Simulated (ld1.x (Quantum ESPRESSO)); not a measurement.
## Configuration tests for Sn (Z = 50) (TM semilocal)

- Element: tin (Sn)
- Generator: ld1.x (Quantum ESPRESSO) 7.5
- Type: norm-conserving Troullier–Martins (semilocal form)
- Functional: PBE
- Relativity: scalar-relativistic
- Frozen core: [Kr] 4d10
- Valence charge: 4
- Reference configuration: 5s2 5p1.5 (charge +0.5)
- Partial waves: 5s (bound): rc 1.80 bohr; 5p (bound): rc 2.40 bohr
- Local potential: the p channel
- Core correction: Bessel-smoothed model core inside 1.40 bohr

Energies are relative to the spin-unpolarised reference configuration 5s2 5p1.5; without spin polarisation the order of configurations can differ from experiment.

Task: Give the all-electron excitation energy and the error of the potential for: 5s2 5p2; 5s2 5p1; 5s2 5p0; 5s2 5p2.3; 5s1 5p2; 5s1 5p0; 5s0 5p4.

Result:

| valence configuration | charge | ΔE all-electron (eV) | error AE − PS (meV) |
| --- | --- | --- | --- |
| 5s2 5p2 | 0 | -2.616 | -0.4 |
| 5s2 5p1 | +1 | 4.259 | -3.3 |
| 5s2 5p0 | +2 | 18.211 | -47 |
| 5s2 5p2.3 | -0.3 | -3.465 | -0.9 |
| 5s1 5p2 | +1 | 11.908 | -29 |
| 5s1 5p0 | +3 | 49.183 | -298 |
| 5s0 5p4 | 0 | 11.570 | -60 |
